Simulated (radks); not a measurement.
Problem. Numerical settings for the molybdenum ion Mo35+, [He] 2s2 2p3. All-electron calculation, scalar-relativistic Kohn-Sham, PBE, spin-polarised, spherical densities, finite nucleus; open shells are filled with parallel spins first (spin-orbit coupling, left out, can overturn this in heavy ions); Fermi nuclear charge, rms radius 4.4091 fm. Program: a radial shooting solver on a logarithmic mesh with Libxc functionals. The defaults (mesh step 0.008 in ln r, mesh end at 40 bohr or more with all orbitals vanishing there, Anderson mixing 0.5 over 9 steps, residual threshold near 1e-9 with the energy settled to 1e-9 hartree or 1e-11 of itself, here a cap of 53 iterations) give E = -2749.2413 hartree and 2p at -4769.3 eV in 14 iterations. Run on one thread of a shared host, so times are rough (Arm Neoverse N1): 0.1 s of CPU time, 0.1 s wall, 14 iterations on 2189 mesh points. One setting is changed at a time: mesh step in ln r 0.2; mesh step in ln r 0.03; mesh step in ln r 0.02; mesh end (bohr) 2; mesh end (bohr) 1; residual threshold 0.001; residual threshold 0.01; mixing 0.2; linear mixing, mixing 0.05; linear mixing, mixing 0.5; mixing history 2; iteration cap 2. Which runs fail to converge, and which converge to a wrong energy?

Solution. Not converged within the cap: mesh step in ln r 0.2; linear mixing, mixing 0.05; iteration cap 2. No run marked as converged misses the energy by more than 1 mhartree.
